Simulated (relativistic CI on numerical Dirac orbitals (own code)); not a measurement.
**Nb⁴⁺: resonant inelastic scattering at the M2,3 edge**

Computed with this model: Dirac-Coulomb-Breit CI, KLI orbitals optimised for each configuration, model QED, valence Slater integrals scaled by 0.8, Kramers-Heisenberg scattering through one core-hole configuration in a parametric crystal field; configurations [Kr] 4d → [Ne] 3s2 3p5 3d10 4s2 4p6 4d2; 300 K; core-hole width 2 eV; summed over polarisations. Incident energies are the highest absorption maxima for each field (at most a few, so the weaker spin-orbit partner edge can be absent), on the computed scale of the free ion. Intensities are in per cent of the strongest line above 0.02 eV; levels within 1 cm⁻¹ are merged; final levels count from the ground level, the first row holds all elastic scattering, lines under 0.4 are left out and each table stops after 24 rows. The scale of the Slater integrals is a model choice and moves the terms in proportion.

Field parameters in Wybourne normalisation: Oh B⁴₀ = 21Dq, B⁴₄ = √(5/14) B⁴₀. The field is a parameter set, without covalency.

S is read from ⟨S²⟩ = S(S + 1).

Oh, 10Dq = 7250 cm⁻¹:

| Final level (eV) | Degeneracy | Irrep | S | 370.6 eV | 385.8 eV |
| --- | --- | --- | --- | --- | --- |
| 0.000 | 4 | Γ8 | 0.50 | 1829.5 | 267.4 |
| 0.141 | 2 | Γ7 | 0.50 | 100.0 | 12.9 |
| 0.965 | 4 | Γ8 | 0.50 | 90.8 | 27.9 |

Oh, 10Dq = 16350 cm⁻¹:

```tsv
Final level (eV)	Degeneracy	Irrep	S	370.8 eV	385 eV	386.2 eV
0.000	4	Γ8	0.50	1455.9	236.9	260.6
0.134	2	Γ7	0.50	98.0	14.2	5.8
2.081	4	Γ8	0.50	100.0	13.2	31.7
```

Oh, 10Dq = 25500 cm⁻¹:

```tsv
Final level (eV)	Degeneracy	Irrep	S	369.3 eV	372 eV	384.4 eV
0.000	4	Γ8	0.50	937.4	811.2	189.9
0.132	2	Γ7	0.50	76.1	36.8	11.3
3.211	4	Γ8	0.50	13.8	100.0	6.1
```

For the first field the strongest loss at the lowest incident energy is the level at 0.14 eV (S = 0.50, against 0.50 in the thermal ground state).
